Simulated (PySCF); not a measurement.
H3Sb, SMILES [SbH3].

The structure is a stationary point at B3LYP-D3(BJ)/def2-TZVPD. The def2 effective core potentials stand for the cores of Sb; spin–orbit coupling is left out.

Two levels are set side by side: PBE/def2-TZVPD (PySCF) and CAM-B3LYP/def2-TZVPD (PySCF). Same geometry, gas phase. Differences are taken from unrounded values.

```
quantity                     CAM-B3LYP
---------------------------  ---------
orbital gap (eV)                  9.38
highest occupied level (eV)      -8.80
lowest empty level (eV)           0.58
dipole moment (D)                 0.39
mean polarisability (bohr³)       47.0
```

Question: What does PBE give, and how far is it from CAM-B3LYP? (The exact figures need the calculation; the answer reports its results.)

Answer: 
```
quantity                       PBE  PBE minus CAM-B3LYP
---------------------------  -----  -------------------
orbital gap (eV)              5.53                -3.84
highest occupied level (eV)  -6.52                 2.28
lowest empty level (eV)      -0.99                -1.56
dipole moment (D)             0.38                -0.01
mean polarisability (bohr³)   48.3                  1.3
```

PBE's occupied levels lie high since its potential decays too fast outside the molecule; exact exchange lowers them and widens the gap. Differences between two approximate levels are no errors against the true value.

Rough cost on one machine, each run with all the roots and properties that it gave: CAM-B3LYP against PBE within a factor of 2.
